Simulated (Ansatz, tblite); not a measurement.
Removing and adding an electron: the cluster Al₂P₂. The state is a singlet with charge 0. Geometry: PBE-D4/def2-TZVP. Ansatz, gas phase; energy differences of separate SCF runs; the oxidised species was run as a doublet alone; the reduced species was run as a doublet alone.

```xyz
4

Al    0.3348   -1.8395   -1.3354
Al   -0.3343    1.8397    1.3351
P    -0.9819    0.0597   -0.3283
P     0.9814   -0.0600    0.3286
```

The xTB rows come from tblite. Correlated methods freeze 20 core orbitals. In CCSD on the charge 1 doublet the largest single amplitude is 0.19, so its Hartree–Fock determinant may place the open shell otherwise than the density functionals do. The structure comes from a short search, and lower isomers may exist.

| level | −HOMO (eV) | vertical IE (eV) | −LUMO (eV) | vertical EA (eV) | HOMO–LUMO gap (eV) | IE − EA (eV) | remarks |
| --- | --- | --- | --- | --- | --- | --- | --- |
| GFN1-xTB | 8.82 | 11.88 | 7.80 | 4.88 | 1.02 | 7.00 | – |
| GFN2-xTB | 8.56 | 11.35 | 8.40 | 5.82 | 0.16 | 5.52 | – |
| PBE-D4/def2-TZVP | 4.91 | 7.20 | 4.01 | – | 0.90 | – | – |
| PBE-D4/def2-TZVPD | 4.92 | – | 4.03 | 1.61 | 0.89 | – | HOMO above zero (-1 doublet) |
| r2SCAN-D4/def2-TZVP | 5.06 | 7.18 | 4.06 | – | 1.00 | – | – |
| r2SCAN-D4/def2-TZVPD | 5.05 | – | 4.06 | 1.78 | 0.99 | – | HOMO above zero (-1 doublet) |
| PBE0-D4/def2-TZVP | 5.69 | 7.29 | 3.22 | – | 2.46 | – | – |
| PBE0-D4/def2-TZVPD | 5.69 | – | 3.24 | 1.68 | 2.45 | – | – |
| MP2/def2-TZVPD | – | – | – | 1.45 | – | – | restricted SCF unstable (singlet) |
| CCSD/def2-TZVPD | – | – | – | 1.46 | – | – | restricted SCF unstable (singlet) |
| CCSD/def2-TZVPP | – | 7.45 | – | – | – | – | large T1 (0.063) (+1 doublet), restricted SCF unstable (singlet), spin-contaminated (⟨S²⟩ 1.16) (+1 doublet) |
| CCSD(T)/def2-TZVPD | – | – | – | 1.49 | – | – | restricted SCF unstable (singlet) |
| CCSD(T)/def2-TZVPP | – | 7.44 | – | – | – | – | large T1 (0.063) (+1 doublet), restricted SCF unstable (singlet), spin-contaminated (⟨S²⟩ 1.16) (+1 doublet) |

Run but left out: HF/def2-TZVPP, HF/def2-TZVPD (singlet: restricted singlet, unstable towards broken spin symmetry); MP2/def2-TZVPP (charge +1 doublet: ⟨S²⟩ 1.16, where a pure state has 0.75).   A HOMO above zero means that the electron is unbound at that level or that self-interaction error raises the level; the energy of removing that electron tells which. Raw xTB energy differences between charge states are shifted by several eV; the methods need an empirical correction for them.
